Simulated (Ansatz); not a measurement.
Ideal-gas functions of CH$_{6}$Sn, SMILES `[CH3][SnH3]` at 800 K and 1 bar, from an Ansatz frequency run at PBE0-D4/def2-TZVP.

Molar mass 136.77 g/mol, point group C3v (symmetry number 3), electronic degeneracy 1, moments of inertia 10.965, 73.325, 73.325 u Å². Harmonic wavenumbers (cm⁻¹, unscaled): 111, 408, 408, 536, 698, 727, 727, 796, 796, 1229, 1456, 1456, 1938, 1938, 1939, 3070, 3166, 3166.

Use S(trans) = R[1.5 ln M + 2.5 ln T − 1.1517]; rotational temperatures θ = 24.2544 K / I; S(rot) = R[ln(√π/σ · √(T³/θAθBθC)) + 1.5]; for each mode x = 1.438777 ν̃/T, S = R[x/(eˣ − 1) − ln(1 − e⁻ˣ)] and H = RT x/(eˣ − 1); 1 cm⁻¹ = 0.0119627 kJ/mol; R = 8.31446 J/(mol·K).

Question: By hand: the entropy, in J/(mol·K).

Answer: Translation 190.7. Rotation: θ = 2.212, 0.3308, 0.3308 K, giving 97.4. Vibration, mode by mode: 21.73, 11.07, 11.07, 8.93, 6.95, 6.65, 6.65, 6.01, 6.01, 3.23, 2.34, 2.34, 1.17, 1.17, 1.17, 0.22, 0.19, 0.19, in all 97.1. Electronic 0.0. Sum 385.2 J/(mol·K).

Question: By hand: H − E and G − E in kJ/mol, counted from the electronic energy.

Answer: Zero-point energy ½ × 24565 × 0.0119627 = 146.9; thermal vibration 41.9; translation, rotation and pV give 4 RT = 26.6. H − E = 215.4 kJ/mol, and G − E = 215.4 − 800 × 385.2/1000 = -92.8 kJ/mol.

Vibration gives 25 % of the entropy, 21.7 J/(mol·K) of it from the mode under 150 cm⁻¹: soft modes count most, and the harmonic formula is weakest for them.
